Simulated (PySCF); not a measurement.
SMILES C[C](C)(C)[Cd][O][SiH3] (GFN2-xTB optimised geometry):

```
19

Cd    -2.260    -0.121    -2.665
C     -1.132     0.804    -4.310
C     -0.204     1.803    -3.627
C     -0.319    -0.344    -4.902
C     -1.975     1.485    -5.383
H      0.510     2.206    -4.351
H      0.363     1.317    -2.828
H     -0.763     2.642    -3.204
H      0.236    -0.867    -4.116
H     -0.962    -1.060    -5.422
H      0.406     0.043    -5.624
H     -2.646     0.781    -5.872
H     -2.563     2.303    -4.970
H     -1.313     1.902    -6.148
O     -1.011    -1.089    -1.289
Si    -0.462    -0.356     0.000
H      1.011    -0.356     0.000
H     -0.957    -0.980     1.237
H     -0.915     1.089     0.000
```

Computed with CAM-B3LYP/def2-SVP, def2 effective core potentials past Kr (PySCF).

Problem. What are the frontier orbital energies and the dipole moment?

Solution. HOMO-2 -8.98 eV, HOMO-1 -8.59 eV, HOMO -7.84 eV, LUMO -1.80 eV, LUMO+1 0.38 eV; dipole moment 4.32 D.

On the same geometry PBE/def2-SVP, def2 effective core potentials past Kr (PySCF) gives HOMO-2 -6.36 eV, HOMO-1 -5.83 eV, HOMO -5.52 eV, LUMO -3.30 eV, LUMO+1 -1.02 eV; dipole moment 4.21 D.
